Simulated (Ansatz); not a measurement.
Consider the silylene formation by 1,1-elimination: `N[SiH2]C(O)O` → `OCO` + `N[SiH]`.

Computed with Ansatz on PBE0-D4/def2-TZVP structures; ΔE is electronic, products minus reactants. CCSD(T)/CBS adds triple-zeta CCSD(T) − MP2 to the extrapolated MP2 energy (def2 sets, frozen cores). This one scheme is used for every species. DFT in def2-TZVPP. B3LYP here is the variant with VWN-RPA as its local correlation; programs differ in this. Each species was taken in one conformer, which may not be the lowest.

```csv
level,ΔE (kJ/mol),difference from CCSD(T)/CBS
PBE-D4,136.3,-1.8
r2SCAN-D4,151.4,13.3
PBE0-D4,145.4,7.3
B3LYP-D4,131.8,-6.3
ωB97X-V,148.5,10.4
ωB97M-V,134.8,-3.3
B2PLYP,127.6,-10.5
PBE,125.7,-12.4
r2SCAN,148.6,10.5
PBE0,136.3,-1.8
B3LYP,115.0,-23.1
CCSD(T)/def2-TZVPP,131.7,-6.4
MP2/def2-QZVPP,150.1,12.0
SCS-MP2/def2-QZVPP,139.5,1.4
HF/CBS(def2),115.7,-22.4
CCSD/CBS(def2),134.8,-3.3
CCSD(T)/CBS,138.1,0
```

Largest T1 diagnostic among the species: 0.015.

In def2-TZVPP, CCSD(T) changes the Hartree–Fock value by +16.0 kJ/mol (the triples alone add +3.3 kJ/mol) and MP2 by +30.8 kJ/mol. From PBE to PBE0 (25 % exact exchange), in def2-TZVPP and without D4, ΔE moves by +10.5 kJ/mol.

CCSD(T)/CBS has its own doubt, a few kJ/mol and more with outer-core shells, so smaller differences from it don't rank the levels.
